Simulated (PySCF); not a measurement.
Structure elucidation problem

Molecular formula: C$_{3}$H$_{11}$NO$_{2}$Si$_{3}$. Simulated spectra:

$^{1}$H NMR (400 MHz, computed): δ 9.25 (s, 1H), 6.23 (br s, 1H), 5.62 (s, 2H), 5.61 (br s, 1H), 4.78 (s, 6H).

$^{13}$C{$^{1}$H} NMR (computed): δ 196.1 (CH), 162.4 (C), 120.7 (CH2).

[PySCF: geometry: GFN2-xTB; σ from GIAO-PBE0/pcSseg-1; no relativistic terms; fast rotation and ring inversion assumed for equivalent nuclei; a single conformation; no solvent]

References, each an isolated molecule treated in the same way: $^{1}$H and $^{13}$C vs TMS.

Task: Propose a structure and justify it.

Result: 
1. The formula gives 2 degrees of unsaturation (no ring in the answer).
2. 3 carbon signals for 3 carbons: no two carbons are equivalent.
3. Carbon types of the structure: 1 × C, 1 × CH, 1 × CH2, leaving 8 H on heteroatoms.
4. δC 196.1: aldehyde carbonyl carbon; the double bond to the heteroatom, with no lone-pair donor beside it, deshields it most.
5. δC 162.4: alkene carbon bearing oxygen; an sp2 carbon further deshielded by the attached heteroatom.
6. δC 120.7: β carbon of a C=C–C=O unit.
7. δH 9.25: hydrogen on an aldehyde carbonyl carbon; the formyl region, downfield of aromatic protons.
8. δH 6.23, 5.61: hydrogen on a β carbon of a C=C–C=O unit; olefinic region.
9. δH 5.62: hydrogen on a silicon bonded to N, O.
10. δH 4.78: hydrogen on a silicon bonded to N.

These data were computed for SMILES O=CC(=C)O[SiH2]N([SiH3])[SiH3].

The data come from this structure; uniqueness wasn't tested.

Shifts are as computed. Against solution values, carbons near 30 ppm lie about +3 ppm off and those near 130 ppm about +5 ppm. Of 1309 compounds with measured shifts, 239 miss one by over three times the rms of a fit or turn the order of signals round; such compounds aren't used in these exercises. No couplings were computed; multiplicities are counted from neighbouring protons, with m where these are inequivalent, close in shift, in a saturated or five-membered ring or joined by F or P, and br s for small geminal =CH2 splittings.
